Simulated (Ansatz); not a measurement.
Start from `[NH2][GeH2][CH2]Cl` and change one atom or group to get `[NH2][GeH]([OH])[CH2]Cl`.

Ansatz, PBE0-D4/def2-TZVP geometries, multiplicity 1. Each molecule was computed in one conformer, which needn't be the lowest.

Scalar relativity is left out up to krypton.

```tsv
property	`[NH2][GeH2][CH2]Cl`
HOMO–LUMO gap (ωB97M-V/def2-TZVPP) / eV	11.70
size of the dipole moment (PBE/def2-TZVPP) / D	1.48
size of the dipole moment (B3LYP/def2-TZVPP) / D	1.56
HOMO energy (B3LYP/def2-TZVPP) / eV	-7.08
HOMO energy (PBE0/def2-TZVPP) / eV	-7.32
HOMO energy (ωB97M-V/def2-TZVPP) / eV	-9.62
```

**Question.** Give the same properties after the change, and the shifts. (An estimate is asked.)

**Answer.** Computed: 
```tsv
property	`[NH2][GeH]([OH])[CH2]Cl`	shift
HOMO–LUMO gap (ωB97M-V/def2-TZVPP) / eV	11.95	0.25
size of the dipole moment (PBE/def2-TZVPP) / D	1.14	-0.34
size of the dipole moment (B3LYP/def2-TZVPP) / D	1.12	-0.44
HOMO energy (B3LYP/def2-TZVPP) / eV	-7.35	-0.27
HOMO energy (PBE0/def2-TZVPP) / eV	-7.59	-0.27
HOMO energy (ωB97M-V/def2-TZVPP) / eV	-9.91	-0.29
```

With PBE0 the HOMO falls by 0.27 eV and the LUMO falls by 0.06 eV, so the gap widens by about 0.21 eV. PBE moves the HOMO by -0.26 eV and ωB97M-V by -0.29 eV. Dipoles are sizes alone; their direction can turn.

B3LYP here is the variant with VWN-RPA as its local correlation; programs differ in this.
